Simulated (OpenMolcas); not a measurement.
An atom or ion with 42 electrons was computed by MS-CASPT2, IPEA 0.25 Eh, imaginary shift 0.1 Eh with spin-orbit coupling (OpenMolcas, ANO-RCC-VQZP, DKH2). The lowest levels that the run gave, each within 12 % of the measured value where one is at hand:

```tsv
J	Parity	E (cm-1)	g
4	even	0.0	1.498
3	even	1171	1.499
2	even	1862	1.499
1	even	2310	1.500
0	even	2530	
2	even	15340	1.489
4	even	15570	0.979
6	even	15590	1.163
5	even	15850	1.062
4	even	17330	1.056
3	even	17380	1.028
2	even	17900	0.675
```

Task: Which ion is it, and what are the configurations and terms?

Result: Ru2+ (Z = 44, charge +2; active space 6 electrons in 5 orbitals (4d)). J, parity and g give the terms where levels are pure, and mixed ones are named by the computed weights; the size of the splittings, set against known spectra of the 42-electron sequence, gives the charge. In order, with the measured energies in cm-1 (Moore, Atomic Energy Levels, vol. III, NSRDS-NBS 35 (1971 reprint of NBS Circular 467, 1958)): 4d6 5D4, 4d6 5D3 (1159), 4d6 5D2 (1826), 4d6 5D1 (2266), 4d6 5D0 (2476), 4d6 3P2(1), 4d6 3H4 [48 %], 4d6 3H6, 4d6 3H5, 4d6 3F4(1) [54 %], 4d6 3F3(1), 4d6 3F2(1).

Term energies are means over components that CASPT2 splits; among the terms shown or strongly mixed into the levels shown the widest spread is 380 cm-1 (4d6 3G). Levels of configurations with an s electron are missing; early in the row they begin among the upper levels of the d shell and mix with terms of their name. Computed and measured levels are paired by configuration, term and J; levels that our copy of the source lacks, or whose pairing is in doubt (as where it misses far off the trend of its configuration), stay unpaired and out of the deviations. Only configurations of the active space appear.

A share in square brackets marks a mixed level and gives the weight of the term that names it. A number in round brackets counts repeated terms of one configuration in the order of the reference energies.
